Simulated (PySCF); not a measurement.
C15H15La, singlet, GFN2-xTB optimised geometry.

```
31

La    -0.15    -0.05     0.00
C      1.59     1.98     0.00
C      1.59     1.48    -1.33
C      2.23     0.22    -1.32
C      2.65    -0.05     0.00
C      2.24     1.02     0.82
H      1.32     2.98     0.30
H      1.31     2.04    -2.21
H      2.51    -0.35    -2.20
H      3.27    -0.88     0.31
H      2.52     1.17     1.86
C     -0.71    -2.72    -0.29
C     -1.56    -2.35     0.78
C     -0.75    -1.97     1.87
C      0.60    -2.13     1.49
C      0.63    -2.60     0.15
H     -1.03    -3.18    -1.22
H     -2.63    -2.45     0.79
H     -1.10    -1.76     2.87
H      1.46    -2.09     2.15
H      1.50    -2.97    -0.38
C     -1.99     1.21    -1.62
C     -1.56     2.25    -0.78
C     -1.95     1.95     0.54
C     -2.66     0.72     0.52
C     -2.68     0.26    -0.82
H     -1.95     1.21    -2.70
H     -1.10     3.18    -1.10
H     -1.88     2.62     1.39
H     -3.23     0.31     1.34
H     -3.27    -0.56    -1.20
```

Density from PBE0/def2-SVP, def2 effective core potentials past Kr in PySCF at that geometry. The core electrons that the potentials of La replace are not part of the density.

Minimum of the electron density along straight lines between bonded atoms, close to the bond critical point (lines longer than 1.1 times the sum of covalent radii, or with two minima, are not listed):

| bond | length / Å | ρ at the minimum / e bohr⁻³ | ∇²ρ there / e bohr⁻⁵ | position (fraction from the first atom) |
|---|---|---|---|---|
| C2–C3 | 1.418 | 0.290 | -0.66 | 0.50 |
| C3–C4 | 1.416 | 0.292 | -0.68 | 0.50 |
| C4–C5 | 1.411 | 0.295 | -0.69 | 0.50 |
| C2–C6 | 1.415 | 0.292 | -0.68 | 0.50 |
| C5–C6 | 1.411 | 0.295 | -0.69 | 0.50 |
| C2–H7 | 1.083 | 0.277 | -1.03 | 0.63 |
| C3–H8 | 1.083 | 0.277 | -1.03 | 0.63 |
| C4–H9 | 1.083 | 0.277 | -1.03 | 0.63 |
| C5–H10 | 1.081 | 0.279 | -1.05 | 0.63 |
| C6–H11 | 1.083 | 0.277 | -1.03 | 0.63 |
| C12–C13 | 1.411 | 0.295 | -0.69 | 0.50 |
| C13–C14 | 1.411 | 0.295 | -0.69 | 0.50 |
| C14–C15 | 1.416 | 0.292 | -0.68 | 0.50 |
| C12–C16 | 1.416 | 0.292 | -0.68 | 0.50 |
| C15–C16 | 1.418 | 0.290 | -0.66 | 0.50 |
| C12–H17 | 1.083 | 0.277 | -1.03 | 0.63 |
| C13–H18 | 1.081 | 0.279 | -1.05 | 0.63 |
| C14–H19 | 1.083 | 0.277 | -1.03 | 0.63 |
| C15–H20 | 1.083 | 0.277 | -1.03 | 0.63 |
| C16–H21 | 1.083 | 0.277 | -1.03 | 0.63 |
| C22–C23 | 1.411 | 0.295 | -0.69 | 0.50 |
| C23–C24 | 1.411 | 0.295 | -0.69 | 0.50 |
| C24–C25 | 1.416 | 0.292 | -0.68 | 0.50 |
| C22–C26 | 1.415 | 0.292 | -0.68 | 0.50 |
| C25–C26 | 1.418 | 0.290 | -0.66 | 0.50 |
| C22–H27 | 1.083 | 0.277 | -1.03 | 0.63 |
| C23–H28 | 1.081 | 0.279 | -1.05 | 0.63 |
| C24–H29 | 1.083 | 0.277 | -1.03 | 0.63 |
| C25–H30 | 1.083 | 0.277 | -1.03 | 0.63 |
| C26–H31 | 1.083 | 0.277 | -1.03 | 0.63 |
